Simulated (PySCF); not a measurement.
WO2Me2, C2H6O2W (singlet state).
Bonds: W1–O2, W1–O3, W1–C4, W1–C8. Hydrogens: H5, H6, H7 on C4; H9, H10, H11 on C8.

The calculation used PySCF, PBE0-D3(BJ)/def2-SVP geometry optimisation, gas phase, def2 core potentials past Kr.

Q: Give the optimised bond lengths and angles.

A: 
| bond | length (Å) |
| --- | --- |
| W1–O2, W1–O3 | 1.702 |
| W1–C4, W1–C8 | 2.108 |
| C4–H5 and 5 like bonds | 1.103 |

Bonds in one row agree within 0.01 Å and their mean is given. A selection of angles:
| angle | degrees |
| --- | --- |
| O2–W1–O3 | 109.9 |
| O2–W1–C4 | 108.5 |
| O2–W1–C8 | 108.6 |
| C4–W1–C8 | 113.6 |
| W1–C4–H5 | 111.8 |
| W1–C4–H6 | 109.6 |
| H5–C4–H6 | 108.0 |
| H6–C4–H7 | 109.3 |

W1 (tungsten bonded to 2 C and 2 O) is distorted tetrahedral (angles from 108.1° to 113.6°).

Point group: near C2v, missed by 0.15 Å at most; the miss may be what the optimiser left on a soft mode (C2 holds within 0.08 Å). Whether it is a minimum is left open (no frequencies).
